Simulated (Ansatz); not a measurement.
C₆H₁₈W, SMILES `[CH3][W]([CH3])([CH3])([CH3])([CH3])[CH3]` at its PBE0-D4/def2-TZVP geometry, where that method's forces vanish. Charge 0, multiplicity 1. W takes the def2 core potential.

```xyz
25

C     0.0015    1.2548    1.8504
W    -0.0398    0.1922    0.0090
C    -1.9182    0.9708   -0.6134
C     0.4056   -1.3481    1.4824
C    -1.1052   -1.5591   -0.7259
C     1.1175    1.6219   -1.0578
C     1.5123   -1.0054   -0.9389
H    -0.6167    0.8556    2.6551
H    -0.3651    2.2593    1.5943
H     1.0277    1.3569    2.2165
H    -1.7968    2.0616   -0.5478
H    -2.7091    0.6800    0.0848
H    -2.2373    0.7183   -1.6250
H     0.6474   -2.3369    1.0998
H     1.2183   -1.0105    2.1335
H    -0.5007   -1.4248    2.0965
H    -1.2166   -1.3922   -1.8048
H    -0.6262   -2.5235   -0.5740
H    -2.1091   -1.5884   -0.2907
H     0.7255    2.5937   -0.7246
H     0.9386    1.5407   -2.1343
H     2.1935    1.6041   -0.8818
H     1.4211   -2.0854   -0.8495
H     2.4469   -0.6941   -0.4552
H     1.5849   -0.7414   -1.9987
```

Task: What forces (eV/Å) does ωB97M-V/def2-TZVPP give on these atoms in Ansatz 0.2.0? (An estimate is asked.)

Result: Ansatz gave: 
```
C1  -0.035  0.108 -0.024
W2   0.078 -0.375 -0.021
C3   0.008  0.116  0.009
C4   0.004  0.014  0.025
C5  -0.027  0.010 -0.005
C6  -0.041  0.105  0.031
C7   0.014  0.018 -0.016
H8   0.042  0.020 -0.052
H9   0.034 -0.047  0.052
H10 -0.060 -0.004 -0.019
H11 -0.047 -0.061 -0.009
H12  0.044  0.018 -0.041
H13  0.022  0.010  0.066
H14 -0.019  0.077  0.040
H15 -0.057 -0.035 -0.022
H16  0.061 -0.008 -0.015
H17 -0.011 -0.026  0.056
H18 -0.046  0.074 -0.017
H19  0.053 -0.012 -0.045
H20  0.044 -0.040 -0.049
H21  0.011  0.007  0.062
H22 -0.069 -0.005 -0.012
H23  0.016  0.086 -0.012
H24 -0.036 -0.026 -0.044
H25  0.018 -0.024  0.064
```
